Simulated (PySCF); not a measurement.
## CaBe⁺: energy against distance

Set-up: Ca def2-SVPD, Be def2-SVPD; no relativity (PySCF 2.14). Energies in eV from Ca⁺ + Be in their ground configurations at the same level. State: ²Σ⁺ (doublet), unpaired electrons σ ↑.

All columns are PBEsol. A positive dipole points towards Be; it is taken about the centre of mass and depends on that origin.

| R (Å) | E (eV) | μ (D) | Mulliken charge on Ca (basis-dependent) | HOMO (eV) | LUMO (eV) | Mayer bond order | ⟨S²⟩ |
| --- | --- | --- | --- | --- | --- | --- | --- |
| 2.605 | -0.716 | -0.71 | 0.40 | -8.32 | -7.92 | 1.02 | 0.76 |
| 2.726 | -0.853 | -0.56 | 0.43 | -8.36 | -7.79 | 0.99 | 0.77 |
| 2.847 | -0.922 | -0.43 | 0.47 | -8.40 | -7.67 | 0.96 | 0.77 |
| 2.938 | -0.942 | -0.33 | 0.50 | -8.42 | -7.61 | 0.93 | 0.77 |
| 3.029 | -0.941 | -0.24 | 0.53 | -8.45 | -7.56 | 0.90 | 0.77 |
| 3.120 | -0.925 | -0.14 | 0.56 | -8.47 | -7.55 | 0.86 | 0.77 |
| 3.241 | -0.885 | -0.03 | 0.60 | -8.50 | -7.60 | 0.81 | 0.77 |
| 3.393 | -0.819 | 0.08 | 0.64 | -8.53 | -7.66 | 0.74 | 0.78 |
| 3.574 | -0.728 | 0.16 | 0.69 | -8.57 | -7.72 | 0.65 | 0.77 |
| 3.817 | -0.607 | 0.16 | 0.74 | -8.62 | -7.80 | 0.54 | 0.77 |

A fit through these points gives, at Re = 2.978 Å, μ = -0.29 D and dμ/dR = 1.05 D/Å; the reduced mass is 7.354 u.

Task: How strong is the fundamental in the double-harmonic approximation, I = 42.26·(dμ/dR)²/μred km/mol?

Result: I = 42.26·(1.05)²/7.354 = 6.34 km/mol at PBEsol.

For an ion De counts to the pair picked by the measured ionisation energies or electron affinities, which need not be the lowest pair at this level. The state was picked by a PBE0 search and need not be the measured ground state.
